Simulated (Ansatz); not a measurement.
Compare A (`NB1[SiH2]S1`) with its isomer B (`S[SiH]1BN1`).

Calculated with Ansatz (gas phase, PBE0-D4/def2-TZVP geometries, no zero-point term in ΔE). CCSD(T)/CBS is the MP2 limit (def2-TZVPP, def2-QZVPP) plus CCSD(T) − MP2 in def2-TZVPP, frozen cores. DFT in def2-TZVPP. B3LYP here is the variant with VWN-RPA as its local correlation; programs differ in this. Each species was taken in one conformer, which may not be the lowest.

Q: Which isomer does CCSD(T)/CBS put lower? Give the gap. (Best estimate.)

A: Ansatz gave: A, by 80.2 kJ/mol.

Q: Give E(B) − E(A) in kJ/mol with CCSD/def2-TZVPP, B2PLYP, ωB97M-V, BLYP-D4, LDA (SPW92), r2SCAN-D4, B3LYP. (An estimate is asked.)

A: Ansatz gave: CCSD/def2-TZVPP 79.3, B2PLYP 82.6, ωB97M-V 78.2, BLYP-D4 81.8, LDA (SPW92) 91.7, r2SCAN-D4 88.4, B3LYP 81.8. None reverses the order clearly.

Q: Does the order hold for the free energy at 298.15 K (harmonic terms from PBE0-D4)? (Best estimate.)

A: The calculation gave: Yes: G(B) − G(A) = +71.2 kJ/mol, for one conformer each.

Largest T1 diagnostic: 0.014.

In def2-TZVPP, CCSD(T) changes the Hartree–Fock value by +3.7 kJ/mol (the triples alone add +1.9 kJ/mol) and MP2 by +8.1 kJ/mol. At CCSD(T), def2-SVP lies +13.4 kJ/mol from the extrapolated value and def2-TZVPP +1.0 kJ/mol.
